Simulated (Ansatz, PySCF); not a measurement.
Ge2H8Si, SMILES [GeH3][SiH2][GeH3]. Atoms are numbered in the order given.

```xyz
11

Si     0.0658    -0.8719    -0.6813
Ge     1.9031     0.5156    -0.0670
Ge    -1.9329    -0.1200     0.3762
H      0.3470    -2.2844    -0.2740
H     -0.1114    -0.8383    -2.1672
H      1.6259     1.9718    -0.4856
H      2.1032     0.4799     1.4598
H      3.2053     0.0491    -0.7442
H     -3.1368    -0.9949    -0.0205
H     -2.2286     1.3360    -0.0307
H     -1.7709    -0.1721     1.9072
```

Geometry: PBE0-D3(BJ)/def2-SVP.

Vertical ionisation energy (IE) and electron affinity (EA) in eV. Rows of orbital energies are one-electron estimates. Where ΔSCF, EOM or ADC give a negative EA the extra electron is unbound and the value depends on the basis.

| level | IE | EA |
|---|---|---|
| −ε(HOMO), −ε(LUMO), ωB97X/def2-TZVP (PySCF) | … | … |
| −ε(HOMO), −ε(LUMO), PBE/def2-TZVP (PySCF) | 6.89 | 0.91 |
| ΔSCF, PBE0/def2-SVPD (Ansatz), final states of multiplicity 2 and 2 | 9.74 | -1.00 |
| ΔSCF, PBE/def2-SVPD (Ansatz), final states of multiplicity 2 and 2 | 9.54 | -0.81 |

Task: Fill in the missing entries. (Estimate from the structure and the level; the computed values follow.)

Result: 
- −ε(HOMO), −ε(LUMO), ωB97X/def2-TZVP (PySCF), IE: 10.11
- −ε(HOMO), −ε(LUMO), ωB97X/def2-TZVP (PySCF), EA: -1.82

Task: What vertical singlet–triplet gap does ΔSCF give with PBE0/def2-SVPD (Ansatz, a first-principles code) and with PBE/def2-SVPD (Ansatz)? (An estimate is asked for; the answer gives what the named calculation found.)

Result: 5.90 and 5.60 eV (triplet above singlet where positive).
